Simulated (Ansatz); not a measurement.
System: C4H5GeO (charge 0, doublet). It need not be the lowest isomer of its formula. SMILES: o1ccc[c]1[GeH2]
Structure (B3LYP-D3(BJ)/def2-TZVP (Ansatz, a quantum-chemistry and plane-wave program) minimum search):
```xyz
11

Ge     1.5683    -0.1311    -0.1610
C     -0.3394    -0.0547     0.0954
C     -1.2635    -0.9986     0.4653
C     -2.5481    -0.3935     0.3669
C     -2.3335     0.8749    -0.0712
O     -1.0081     1.0990    -0.2491
H      2.2029     1.2357     0.1766
H      2.1149    -1.2599     0.7414
H     -1.0417    -2.0044     0.7807
H     -3.5020    -0.8382     0.5949
H     -2.9874     1.7018    -0.2865
```
Charge 0, spin multiplicity 2.

Wanted: atomisation energy (electronic, to ground-state atoms), in kJ/mol. Cores are frozen in the correlated levels unless marked. Open shells are spin-unrestricted. Spin-orbit coupling is left out. The frozen core is the preceding noble-gas configuration, with the filled d and f shells of earlier blocks. No relativistic terms. The coupled-cluster limit lacks core correlation, which all-electron functionals hold. Basis-set limits of correlation are two-point, X^-3; Hartree-Fock from the larger set.

```csv
level,program,atomisation energy (kJ/mol),minus last row
HF/6-31G,Ansatz,2963.8,-1561.9
HF/cc-pVDZ,Ansatz,3157.5,-1368.2
HF/cc-pVTZ,Ansatz,3221.3,-1304.4
PBE0-D3(BJ)/def2-TZVP,Ansatz + dftd3,4607.0,81.3
PBE0-D4/def2-TZVP,Ansatz + dftd4,4607.6,81.9
PBE0/def2-QZVPP,Ansatz,4586.4,60.7
r2SCANh-D4/def2-TZVPD,Ansatz + dftd4,4555.9,30.2
B2PLYP/def2-TZVPD,Ansatz,4488.8,-36.9
PBE-QIDH/def2-TZVPD,Ansatz,4537.7,12.0
RPA@PBE/cc-pVTZ,Ansatz,4164.8,-360.9
CCSD/6-31G,Ansatz,3804.3,-721.4
"CCSD/CBS(cc-pVTZ,cc-pVQZ)",Ansatz,4419.0,-106.7
CCSD(T)/cc-pVDZ,Ansatz,4165.5,-360.2
CCSD(T)/cc-pVQZ,Ansatz,4477.1,-48.6
"CCSD(T)/CBS(cc-pVTZ,cc-pVQZ)",Ansatz,4525.7,0.0
```

The UHF reference is spin-contaminated (<S^2> 0.25 over the pure value in the largest basis).
